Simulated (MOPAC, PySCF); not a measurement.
Isomers of CH2B2. Isolated molecules, 0 K electronic values unless said otherwise. Strings in code marks are SMILES.

Quantity: electronic energy of isomers of CH2B2 relative to `B=C=B`, in kcal/mol. Semi-empirical values (MOPAC) are differences of heats of formation.

Level 1: frozen-core MP2/6-31G* // PBE0-D3(BJ)/def2-TZVP (PySCF)
Level 2: HF/3-21G // PBE0-D3(BJ)/def2-TZVP (PySCF)
Level 3: PM3 // PBE0-D3(BJ)/def2-TZVP (MOPAC)
Level 4: PM7 // PBE0-D3(BJ)/def2-TZVP (MOPAC)

```
species   level 2  level 3  level 4
--------  -------  -------  -------
`B1=CB1`     43.3     40.8     10.2
```

### Question
What does level 1 give for each?

### Answer

- `B1=CB1`: 21.3
